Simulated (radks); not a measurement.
Question: Radial electron density D(r) = 4 pi r^2 rho(r) of an atom or ion with 6 electrons. Method: scalar-relativistic Kohn-Sham, PBE, spin-polarised, spherical densities, finite nucleus; Fermi nuclear charge, rms radius of each element as measured or else 0.836 A^(1/3) + 0.57 fm; computed with a radial shooting solver on a logarithmic mesh with Libxc functionals.

| r (bohr) | D(r) (e/bohr) | spin D(r) |
|---|---|---|
| 0.01292 | 0.2315 | -0.0000359 |
| 0.01604 | 0.3434 | -0.0000514 |
| 0.0199 | 0.5046 | -0.0000711 |
| 0.0247 | 0.7335 | -0.0000930 |
| 0.03065 | 1.051 | -0.000110 |
| 0.03805 | 1.482 | -0.0000999 |
| 0.04722 | 2.044 | -0.0000130 |
| 0.0586 | 2.747 | 0.000265 |
| 0.07273 | 3.575 | 0.000978 |
| 0.09027 | 4.471 | 0.00262 |
| 0.112 | 5.326 | 0.00616 |
| 0.139 | 5.976 | 0.0134 |
| 0.1726 | 6.232 | 0.0275 |
| 0.2142 | 5.947 | 0.0534 |
| 0.2658 | 5.105 | 0.0985 |
| 0.3299 | 3.891 | 0.172 |
| 0.4094 | 2.665 | 0.283 |
| 0.5082 | 1.817 | 0.438 |
| 0.6307 | 1.557 | 0.633 |
| 0.7827 | 1.795 | 0.846 |
| 0.9714 | 2.195 | 1.01 |
| 1.206 | 2.381 | 1.07 |
| 1.496 | 2.162 | 0.976 |
| 1.857 | 1.615 | 0.761 |
| 2.305 | 0.9828 | 0.498 |
| 2.861 | 0.4823 | 0.270 |
| 3.55 | 0.1894 | 0.120 |
| 4.406 | 0.05875 | 0.0428 |
| 5.469 | 0.01384 | 0.0115 |
| 6.787 | 0.002308 | 0.00210 |

What is the nuclear charge?

Answer: Z = 6. The innermost maximum, from 1s, lies near gamma/Z bohr with gamma = sqrt(1 - (Z/c)^2) = 0.999, here 0.167 bohr (found: 0.173), and its height grows with Z. The density is that of neutral carbon in [He] 2s2 2p2; the configuration itself is not fixed sharply by these data. D(r) has 2 maxima, at r = 0.173, 1.21 bohr, and minima at 0.621 bohr, inside which lie 2.13 electrons.
